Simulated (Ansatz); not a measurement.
`N#C[SiH2][SiH2]Cl` + `[SH][SbH2]` → `Cl[SiH2][S][SbH2]` + `N#C[SiH3]`  (cleavage of the Si–Si bond)

Computed with Ansatz on PBE0-D4/def2-TZVP structures; ΔE is electronic, products minus reactants. CBS: MP2 limit from def2 TZ/QZ plus the TZ coupled-cluster correction, frozen cores. This one scheme is used for every species. Functionals use def2-TZVPP. def2 core potentials past Kr. For Sb outer-core shells are correlated without core-valence functions, which leaves a few kJ/mol of doubt a bond. Each species was taken in one conformer, which may not be the lowest.

CCSD(T)/CBS gives -76.1 kJ/mol.

Problem. Another level gave -71.0 kJ/mol. Which?
A. revPBE/def2-TZVPP
B. CCSD/def2-TZVPP
C. BLYP/def2-TZVPP
D. LC-ωPBE/def2-TZVPP

Solution. B. CCSD/def2-TZVPP -71.0, LC-ωPBE -65.8, revPBE -56.7, BLYP -60.7 kJ/mol.

Largest T1 diagnostic among the species: 0.013.

From BLYP to BHLYP (50 % exact exchange), in def2-TZVPP and without D4, ΔE moves by −8.5 kJ/mol. At CCSD(T), def2-SVP lies +5.2 kJ/mol from the extrapolated value and def2-TZVPP +3.6 kJ/mol. Leaving LDA and LC-ωPBE aside and taking each functional with its dispersion term where it has one, the values, not all of them listed here, spread over 13.3 kJ/mol, from ωB97M-V to PBE-D4. LDA lies −3.7 kJ/mol from PBE without D4.

CCSD(T)/CBS has its own doubt, a few kJ/mol and more with outer-core shells, so smaller differences from it don't rank the levels.
